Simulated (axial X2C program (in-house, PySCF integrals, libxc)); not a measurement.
## Spin–orbit effects along a row: molecules with S (ions), CCSD(T)

Calculated with an axial X2C code built on PySCF integrals, spin-free (one-electron X2C) or two-component (2c: spin–orbit coupling with atomic mean-field Coulomb and Gaunt terms, which also bring small scalar terms), in Dyall basis sets with cores contracted in-house; open shells are unrestricted.

Basis sets: Br dyall-acv3z, Ca dyall-acv3z, Ga dyall-acv3z, Ge dyall-acv3z, S dyall-av3z, Sc dyall-acv3z. Frozen shells (counts by l): CaS⁻ Ca 3s2p, S 2s1p, 9 electrons correlated; ScS⁻ Sc 3s2p, S 2s1p, 10 electrons correlated; GaS⁻ Ga 3s2p1d, S 2s1p, 10 electrons correlated; GeS⁻ Ge 3s2p1d, S 2s1p, 11 electrons correlated; SBr⁻ Br 3s2p1d, S 2s1p, 14 electrons correlated. Coupled cluster in natural virtuals with an MP2 remainder. Where the outer core of a metal is frozen, bonds come out longer and ionisation energies lower. Frozen cores can differ along the series, which adds to the trend.

```csv
molecule,spin-free state,Re (Å),ωe (cm⁻¹),De (eV),2c state,Re 2c (Å),ωe 2c (cm⁻¹),De 2c (eV)
CaS⁻,"M_S = 1/2, Λ = 0",2.482,386.0,2.49,Ω = 1/2,2.482,386.1,2.48
ScS⁻,"M_S = 0, Λ = 0",2.229,509.9,4.34,Ω = 0,2.229,509.9,4.32
GaS⁻,"M_S = 0, Λ = 0",2.154,440.3,4.24,Ω = 0,2.154,440.1,4.17
GeS⁻,"M_S = 1/2, Λ = 1",2.135,461.9,4.09,Ω = 1/2,2.137,461.2,n/a
SBr⁻,"M_S = 0, Λ = 0",2.275,360.9,1.58,Ω = 0,2.276,360.2,1.56
```

Work out the shifts from the spin-free to the two-component result.



| molecule | 2c state | ΔRe (Å) | Δωe (cm⁻¹) | ΔDe (eV) |
| --- | --- | --- | --- | --- |
| CaS⁻ | Ω = 1/2 | 0.000 | noise | -0.01 |
| ScS⁻ | Ω = 0 | 0.000 | noise | -0.02 |
| GaS⁻ | Ω = 0 | 0.000 | noise | -0.07 |
| GeS⁻ | Ω = 1/2 | 0.002 | -0.7 | n/a |
| SBr⁻ | Ω = 0 | 0.001 | -0.7 | -0.02 |

Shifts of one unit in the last digit are rounding. Where the truncated virtual spaces of the two runs make Δωe unreliable it is marked noise.

Fragments in 2c: Ca + S-, Sc + S-, Ga + S-, Ge + S-, Br- + S. Each entry is the lowest single determinant of a limited PBE0 search at one distance. De goes to single-determinant-based atoms at the same level (for ions the charge split of lowest energy) and is withheld (n/a) where an atom does not fit its ground term or J level. Main or longest-lived isotopes. One determinant is a doubtful description, or other states lie close, for ScS⁻; these need not be ground states, and all values refer to the states named.
